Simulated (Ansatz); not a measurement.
Mulliken charges of `O/C(=C\F)[SiH2]F` from r2SCAN/def2-TZVPP in Ansatz (PBE0-D4/def2-TZVP geometry).

| atom | x (Å) | y (Å) | z (Å) | charge (e) |
| --- | --- | --- | --- | --- |
| O1 | 1.145 | -0.042 | -1.328 | -0.325 |
| C2 | 0.384 | -0.136 | -0.203 | -0.013 |
| C3 | 0.722 | -0.874 | 0.850 | 0.086 |
| F4 | 1.870 | -1.580 | 0.840 | -0.217 |
| Si5 | -1.195 | 0.851 | -0.221 | 0.631 |
| F6 | -1.916 | 0.592 | 1.184 | -0.327 |
| H7 | 1.935 | -0.584 | -1.221 | 0.216 |
| H8 | 0.147 | -0.974 | 1.758 | 0.105 |
| H9 | -0.915 | 2.300 | -0.349 | -0.079 |
| H10 | -2.094 | 0.396 | -1.306 | -0.079 |

By hand: the dipole of these point charges (1 e Å = 4.8032 D).

Σ q r = (-0.177, 0.185, -0.150) e Å, of length 0.297 e Å = 1.43 D.

How does the dipole of the full density compare? (Estimate.)

Computed: (0.107, -0.022, -0.087) e Å, 0.67 D; the point charges give 2.13 times that, at 104° from its direction.

Point charges leave out the atoms' own dipoles, such as those of lone pairs, and Mulliken's split depends on the basis, so the two needn't agree.
